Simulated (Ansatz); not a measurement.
Reactions of C11H13FTi, SMILES `[CH3][Ti]12345678([F])([CH]9[CH]1[CH]2[CH]3[CH]94)[CH]1[CH]5[CH]6[CH]7[CH]18`.

Program: Ansatz. Geometries: PBE0-D4/def2-TZVP. ΔE: electronic, gas phase. CBS: MP2 limit from def2 TZ/QZ plus the TZ coupled-cluster correction, frozen cores. This one scheme is used for every species. For Ti outer-core shells are correlated without core-valence functions, which leaves a few kJ/mol of doubt a bond. Scalar relativity is left out up to krypton. Each species was taken in one conformer, which may not be the lowest.

```
                                                                                                                                                                                                    reaction  MP2/CBS(def2) (kJ/mol)
   `[CH3][Ti]12345678([F])([C@H]9[C@@H]1[C@@H]2[C@@H]3[C@H]94)[C@H]1[C@@H]5[C@@H]6[C@@H]7[C@H]18` + H–F → `[F][Ti]12345678([F])([C@H]9[C@@H]1[C@@H]2[C@@H]3[C@H]94)[C@H]1[C@@H]5[C@@H]6[C@@H]7[C@H]18` + CH₄                    -147
`[CH3][Ti]12345678([F])([C@H]9[C@@H]1[C@@H]2[C@@H]3[C@H]94)[C@H]1[C@@H]5[C@@H]6[C@@H]7[C@H]18` + CH₃OH → `C[O][Ti]12345678([F])([C@H]9[C@@H]1[C@@H]2[C@@H]3[C@H]94)[C@H]1[C@@H]5[C@@H]6[C@@H]7[C@H]18` + CH₄                    -117
  `[CH3][Ti]12345678([F])([C@H]9[C@@H]1[C@@H]2[C@@H]3[C@H]94)[C@H]1[C@@H]5[C@@H]6[C@@H]7[C@H]18` + HCl → `[F][Ti]12345678([Cl])([C@H]9[C@@H]1[C@@H]2[C@@H]3[C@H]94)[C@H]1[C@@H]5[C@@H]6[C@@H]7[C@H]18` + CH₄                    -185
  `[CH3][Ti]12345678([F])([C@H]9[C@@H]1[C@@H]2[C@@H]3[C@H]94)[C@H]1[C@@H]5[C@@H]6[C@@H]7[C@H]18` + H₂O → `[OH][Ti]12345678([F])([C@H]9[C@@H]1[C@@H]2[C@@H]3[C@H]94)[C@H]1[C@@H]5[C@@H]6[C@@H]7[C@H]18` + CH₄                    -102
`[CH3][Ti]12345678([F])([C@H]9[C@@H]1[C@@H]2[C@@H]3[C@H]94)[C@H]1[C@@H]5[C@@H]6[C@@H]7[C@H]18` + HCl → `[CH3][Ti]12345678([Cl])([C@H]9[C@@H]1[C@@H]2[C@@H]3[C@H]94)[C@H]1[C@@H]5[C@@H]6[C@@H]7[C@H]18` + H–F                     -40
`[CH3][Ti]12345678([F])([C@H]9[C@@H]1[C@@H]2[C@@H]3[C@H]94)[C@H]1[C@@H]5[C@@H]6[C@@H]7[C@H]18` + H₂O → `[CH3][Ti]12345678([OH])([C@H]9[C@@H]1[C@@H]2[C@@H]3[C@H]94)[C@H]1[C@@H]5[C@@H]6[C@@H]7[C@H]18` + H–F                      44
```

Q: Give the CCSD(T)/CBS values in the same order. (An estimate is asked.)

A: The calculation gave: -163, -125, -174, -112, -11, 51 kJ/mol.

Largest T1 diagnostic: 0.019, for `C[O][Ti]12345678([F])([C@H]9[C@@H]1[C@@H]2[C@@H]3[C@H]94)[C@H]1[C@@H]5[C@@H]6[C@@H]7[C@H]18`.
